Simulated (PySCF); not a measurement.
C$_{2}$H$_{5}$Zn (SMILES C[CH2][Zn+]), charge +1, singlet, at a GFN2-xTB geometry (such geometries of metal compounds can be far from the true shape). Base run: PBE0/3-21G (PySCF).

Geometry (Å):
```xyz
8

Zn     0.4686     0.6366     0.4845
C     -0.1012    -1.1184    -0.5296
C     -1.4567    -1.0294    -1.0945
H      0.0149    -1.8364     0.2855
H      0.7052    -1.1646    -1.2652
H     -1.5637    -0.2749    -1.8748
H     -2.2444    -0.9374    -0.3457
H     -1.6242    -1.9986    -1.5890
```
Charge +1, spin multiplicity 1.
All else is at PySCF's defaults.

Variants of this job, named by their change:

```
change                                                                                        basis functions       E (Eh)  HOMO (eV)  HOMO-LUMO gap (eV)
--------------------------------------------------------------------------------------------  ---------------  -----------  ---------  ------------------
base                                                                                                       55  -1848.67130     -12.89                4.42
basis = cc-pVDZ-DK; relativity = spin-free X2C; nucleus = Gaussian (with mol.nucmod = 'G')                 96  -1874.51496     -13.53                4.66
basis = x2c-SVPall; relativity = spin-free X2C; nucleus = Gaussian (with mol.nucmod = 'G')                 89  -1874.12247     -13.54                4.68
basis = x2c-SVPall; relativity = none                                                                      89  -1851.83740     -13.27                4.48
basis = ANO-RCC-VDZP; relativity = spin-free X2C; nucleus = Gaussian (with mol.nucmod = 'G')               87  -1874.53032     -13.44                4.64
basis = cc-pVDZ-DK; relativity = spin-free X2C                                                             96  -1874.52384     -13.53                4.66
basis = ANO-RCC-VDZP; relativity = spin-free X2C                                                           87  -1874.53920     -13.44                4.64
basis = x2c-SVPall; relativity = spin-free X2C                                                             89  -1874.12960     -13.54                4.68
basis = ANO-RCC-VDZP; relativity = none                                                                    87  -1848.88126     -13.23                4.45
basis = cc-pVDZ-DK; relativity = none                                                                      96  -1848.87993     -13.29                4.48
```

Total energies compare only within one method and basis.

Basis sets contracted for a relativistic Hamiltonian are a mismatch without it, so the rows without relativity aren't non-relativistic limits. No row has spin-orbit coupling; sets with core potentials leave out the core electrons.
